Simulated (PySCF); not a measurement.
A structure optimised at B3LYP-D3(BJ)/def2-SVP, used in a PySCF frequency run:

```xyz
8

O      0.0000     0.0000    -1.5828
C      0.0000     0.0000    -0.3860
C      0.0000    -0.7840     0.8605
C      0.0000     0.7840     0.8605
H     -0.9210    -1.2956     1.1630
H      0.9210    -1.2956     1.1630
H      0.9210     1.2956     1.1630
H     -0.9210     1.2956     1.1630
```

Question: Write its SMILES, formula and point group.

Answer: O=C1CC1, C3H4O, C2v

Question: What are its rotational constants (standard atomic weights)?

Answer: 20.254, 7.4150, 5.8582 GHz
